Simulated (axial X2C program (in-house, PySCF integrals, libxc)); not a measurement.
**Low determinants of RuSi at the PBE0 level, two-component**

Calculated with an axial X2C code built on PySCF integrals. Two-component (2c) means X2C with spin–orbit coupling and atomic mean-field two-electron Coulomb and Gaunt terms. Basis: Ru dyall-cv3z [12s12p8d5f3g], Si dyall-v3z [8s7p2d1f] (cores contracted in-house); Gaussian nuclei, density fitting, unrestricted open shells. Masses: Ru 101.904 u, Si 27.977 u.

Search at 2.098 Å (vertical energies from the lowest determinant):

| ΔE (eV) | state | electrons beyond evenly filled partner blocks | electrons in ±ω = 1/2, 3/2, 5/2, 7/2 |
| --- | --- | --- | --- |
| 0.00 | Ω = 3 | ω = 1/2, ω = 5/2 | 39 16 3 0 |
| 0.23 | Ω = 1 | ω = -1/2, ω = 3/2 | 39 15 4 0 |
| 0.41 | Ω = 2 | ω = -1/2, ω = 5/2 | 39 16 3 0 |
| 0.50 | Ω = 1 | ω = -3/2, ω = 5/2 | 40 15 3 0 |
| 0.62 | Ω = 2 | ω = 1/2, ω = 3/2 | 39 15 4 0 |
| 0.93 | Ω = 0 | none | 38 16 4 0 |
| 1.16 | Ω = 2 | 2 × ω = 1/2, ω = -3/2, ω = 5/2 | 40 15 3 0 |

Lowest determinant, Ω = 3 (⟨Sz⟩ = 1.00, ⟨Lz⟩ = 2.00 at PBE0): Re = 2.086 Å, ωe = 484.5 cm⁻¹.

The determinant in row 2 of the search, Ω = 1 (⟨Sz⟩ = -1.00, ⟨Lz⟩ = 2.00 at PBE0), was followed along the bond at PBE0; measured from the minimum of the lowest determinant it gives:

Te = 0.228 eV (1835 cm⁻¹), Re = 2.086 Å, ωe = 484.7 cm⁻¹.

Q: Compare the bond of the determinant in row 2 with that of the lowest one.

A: At PBE0 its Re is the same within 0.001 Å and its force constant, which goes as ωe², is 1.00 times that of the lowest determinant. T0 ≈ Te + Δωe/2 = 1835 + (0) = 1835 cm⁻¹.

The search compares states at one distance, so a state with another bond length can lie lower; it is not exhaustive and yields mostly the lowest determinant of each block pattern, so other components and higher states of one pattern are missing. These are energies of single determinants, not of spin-adapted states; PBE0 term energies can be off by some tenths of an eV, and the functional has no current term. Open-shell Ω = 0 determinants with evenly filled partner blocks cannot be reached by this program, so the Ω shown need not be the lowest component. The lowest determinant need not be the ground state where others lie within half an eV.
